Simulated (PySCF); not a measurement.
SeHCl, SMILES Cl[SeH]. Heavy atoms are numbered as in [SeH:1][Cl:3]. Hydrogens are named by the atom that carries them.

The structure is a stationary point at B3LYP-D3(BJ)/def2-TZVP.

Calculation: PBE/def2-TZVPD (PySCF).

Mulliken values depend strongly on the basis, most of all with diffuse functions as here. ESP charges are fitted to the potential on shells at 1.4 to 2.0 van der Waals radii. Atomic charges (e), one atom of each kind:

```tsv
atom	ESP fit	IAO	Mulliken
Se1 (SeH)	-0.01	…	0.01
H on Se1	0.12	…	0.18
Cl3	-0.11	…	-0.19
```

Complete the blanks. (Estimate from the structure and the level; the computed values follow.)


- Se1 (SeH), IAO: 0.13
- H on Se1, IAO: 0.08
- Cl3, IAO: -0.20
